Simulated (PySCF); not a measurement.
C4H7NSi.
SMILES with atom numbers: `[SiH3:1]/[N:2]=[C:3]1/[CH:4]=[CH:5][CH2:6]1` (hydrogens: H7, H8, H9 on Si1; H10 on C4; H11 on C5; H12, H13 on C6)

Method: PBE0-D3(BJ)/def2-SVP geometry optimisation, gas phase in PySCF; density fitting, grid level 1; the optimiser is geomeTRIC in internal coordinates, started from a GFN2-xTB structure with every atom displaced at random (about 0.01 Å).

Step 0: E = -13611.0733 eV
```
atom  x, y, z in Å  |  force x, y, z in eV/Å
Si1     2.2393    0.4639   -0.3265   -1.486   0.510  -0.131
N2      0.7672   -0.3058   -0.8417    0.057  -0.204  -0.174
C3     -0.4158   -0.3100   -0.4156    1.906   0.849   0.619
C4     -1.5991   -0.9751   -0.8243   -2.136  -0.691  -0.231
C5     -2.3412   -0.4292    0.1650    0.337   0.337   0.251
C6     -1.1782    0.3530    0.7503   -0.456  -0.180  -0.607
H7      2.6558   -0.0382    0.9679    0.400  -0.356   0.791
H8      2.0664    1.9465   -0.2214    0.088   0.108   0.025
H9      3.1632    0.1547   -1.3698    1.132  -0.154  -0.735
H10    -1.8658   -1.6555   -1.6125    0.081  -0.413  -0.545
H11    -3.3751   -0.4859    0.4936   -0.239  -0.146  -0.107
H12    -1.2397    1.4350    0.7121   -0.079   0.652  -0.081
H13    -0.8762    0.0584    1.7382    0.395  -0.312   0.925
```

Step 1: E = -13611.2732 eV
```
atom  x, y, z in Å  |  force x, y, z in eV/Å
Si1     2.2159    0.4722   -0.3491    0.193  -0.089   0.043
N2      0.7657   -0.3477   -0.8589    0.137   0.041  -0.033
C3     -0.4044   -0.3257   -0.4022   -0.300  -0.278  -0.320
C4     -1.6672   -1.0031   -0.8154    0.430   0.146   0.038
C5     -2.3580   -0.4082    0.1768   -0.233  -0.023   0.067
C6     -1.1819    0.3568    0.7471    0.056   0.120   0.284
H7      2.6995   -0.0816    0.9610   -0.043   0.034  -0.050
H8      2.0387    1.9531   -0.2012   -0.053   0.009   0.010
H9      3.2955    0.2378   -1.3620   -0.146   0.030   0.073
H10    -1.9042   -1.7008   -1.6189   -0.058  -0.029  -0.009
H11    -3.4081   -0.4604    0.4764    0.038   0.039   0.026
H12    -1.2339    1.4593    0.6981    0.008  -0.053  -0.015
H13    -0.8567    0.0600    1.7635   -0.030   0.054  -0.114
```

Task: Estimate the geometry and energy of step 2. (The exact step hangs on the optimiser's Hessian estimate; all steps are aligned on step 1, rigid shifts and turns removed.)

Result: E = -13611.2836 eV, largest force 0.346 eV/Å
```
atom  x, y, z in Å  |  force x, y, z in eV/Å
Si1     2.1994    0.4669   -0.3281    0.044   0.051   0.025
N2      0.7752   -0.3595   -0.8947   -0.036  -0.225  -0.149
C3     -0.3990   -0.3486   -0.4460   -0.251   0.134   0.196
C4     -1.6750   -1.0155   -0.8078    0.156  -0.070  -0.175
C5     -2.3489   -0.4010    0.1878    0.137  -0.003  -0.046
C6     -1.1497    0.3640    0.7114    0.032   0.106   0.166
H7      2.6725   -0.1255    0.9647   -0.021  -0.004  -0.015
H8      1.9680    1.9341   -0.1211   -0.008   0.007   0.022
H9      3.2858    0.3062   -1.3362   -0.027   0.010   0.003
H10    -1.9419   -1.7278   -1.5903   -0.039  -0.018  -0.007
H11    -3.3907   -0.4348    0.5147    0.020  -0.001  -0.003
H12    -1.1923    1.4640    0.6380   -0.004   0.001  -0.014
H13    -0.8024    0.0895    1.7228   -0.001   0.011  -0.003
```

The energy changes by -0.0104 eV. The first-order estimate −F·Δx gives -0.0252 eV and the mean of the old and new forces, exact on a quadratic surface, -0.0106 eV. The step makes an angle of 82° with the force vector and moves no atom by more than 0.109 Å.

The cost below is that of the whole optimisation. On one thread, Intel Xeon 6975P-C (x86_64), shared host, this took 44 s of wall time and 0.52 GiB of memory at its peak.
